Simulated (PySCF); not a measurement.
**Ge: excitation energy**

Ge [Ar] 3d10 4s2 4p2 (3P) → Ge [Ar] 3d10 4s2 4p1 5s1, s spin flipped, as a difference of total energies. All numbers are calculated (PySCF 2.14, scalar relativity through the core potential, in aug-cc-pwCVDZ-PP with ECP10MDF). Correlated levels: valence: 3s2 3p6 3d10 frozen. The calculations carry no spin-orbit coupling.

```tsv
method	excitation energy (cm⁻¹)
UHF	38281
MP2 (valence)	38825
SCS-MP2 (valence)	38343
```

The upper determinant mixes two multiplicities, so it lies between the two terms.

The promoted electron is Rydberg-like, and one or two diffuse shells describe it only roughly, which tends to raise the upper state.
